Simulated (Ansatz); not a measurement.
Consider the formal exchange of groups at a Y–O bond: `C[O][Y]([CH3])[F]` + `CCNC` → `[CH3][Y]([CH3])[F]` + `CNCOC`.

Program: Ansatz. Geometries: PBE0-D4/def2-TZVP. ΔE: electronic, gas phase. CBS: MP2 limit from def2 TZ/QZ plus the TZ coupled-cluster correction, frozen cores. DFT in def2-TZVPP. B3LYP here is the variant with VWN-RPA as its local correlation; programs differ in this. def2 core potentials past Kr. For Y outer-core shells are correlated without core-valence functions, which leaves a few kJ/mol of doubt a bond. Each species was taken in one conformer, which may not be the lowest.

| level | ΔE (kJ/mol) |
| --- | --- |
| PBE-D4 | 201.3 |
| revPBE-D4 | 200.9 |
| B2PLYP | 216.8 |
| B3LYP | 213.0 |
| r2SCAN0 | 208.2 |
| HF/def2-SVP | 228.8 |
| MP2/def2-SVP | 240.8 |
| CCSD(T)/def2-SVP | 234.9 |

**Question.** What does CCSD(T)/CBS give? (Best estimate.)

**Answer.** Ansatz gave: +213.9 kJ/mol. The listed levels differ from it by -12.6, -13.0, 2.9, -0.9, -5.7, 14.9, 26.9, 21.0 kJ/mol.

Largest T1 diagnostic among the species: 0.014.

From BLYP to BHLYP (50 % exact exchange), in def2-TZVPP and without D4, ΔE moves by +6.1 kJ/mol. Leaving LDA and LC-ωPBE aside and taking each functional with its dispersion term where it has one, the values spread over 15.9 kJ/mol, from revPBE-D4 to B2PLYP. LDA lies −6.0 kJ/mol from PBE without D4. At CCSD(T), def2-SVP lies +21.0 kJ/mol from the extrapolated value and def2-TZVPP −2.1 kJ/mol.
